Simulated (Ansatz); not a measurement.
`NC1[Se][Se]1` + H₂O → `OC1[Se][Se]1` + NH₃ at 600 K and 1 bar (formal hydrolysis of a C–N bond).

Program: Ansatz. Geometries: PBE0-D4/def2-TZVP. ΔE: electronic, gas phase. CCSD(T)/CBS adds triple-zeta CCSD(T) − MP2 to the extrapolated MP2 energy (def2 sets, frozen cores). This one scheme is used for every species. For Se outer-core shells are correlated without core-valence functions, which leaves a few kJ/mol of doubt a bond. Scalar relativity is left out up to krypton. One conformer a species, not always the lowest.

```
       species  CCSD(T)/CBS energy (Eh)  H − E (kJ/mol)  S (J/(mol·K))
`NC1[Se][Se]1`              -4895.95349           162.7          384.8
           H₂O                -76.37941            76.8          212.8
`OC1[Se][Se]1`              -4915.81125           126.1          379.5
           NH₃                -56.50880           112.4          219.5
```

H − E and S are ideal-gas, rigid-rotor, harmonic terms from PBE0-D4/def2-TZVP, for one conformer and one mirror image of each species. 1 Eh = 2625.50 kJ/mol, R = 8.31446 J/(mol·K).

Question: By hand: ΔE, ΔH, ΔS and ΔG.

Answer: ΔE = (-4915.81125) + (-56.50880) − (-4895.95349) − (-76.37941) = 0.01285 Eh = 33.7 kJ/mol. Δ(H − E) = 126.1 + 112.4 − 162.7 − 76.8 = -1.0, so ΔH = 32.7 kJ/mol. ΔS = 379.5 + 219.5 − 384.8 − 212.8 = 1.4 J/(mol·K). ΔG = 32.7 − 600 × (1.4)/1000 = 31.9 kJ/mol.

Question: By hand: the equilibrium constant, and the temperature at which ΔG would vanish if ΔH and ΔS stayed fixed.

Answer: log₁₀ K = −ΔG/(RT ln 10) = -2.8. ΔG = 0 at ΔH/ΔS = 23357 K, far beyond where these terms or the molecules hold.

The number of gas molecules stays the same, so ΔS is small and ΔH decides. A doubt of 5 kJ/mol in ΔE shifts log₁₀ K by 0.4 here. Other conformers and mirror images would add mixing entropy, several J/(mol·K) or more a flexible species. These are equilibria of isolated gas molecules and say nothing of rates. Largest T1 diagnostic: 0.010 (customary marks: 0.02 for closed shells, 0.045 for open ones).
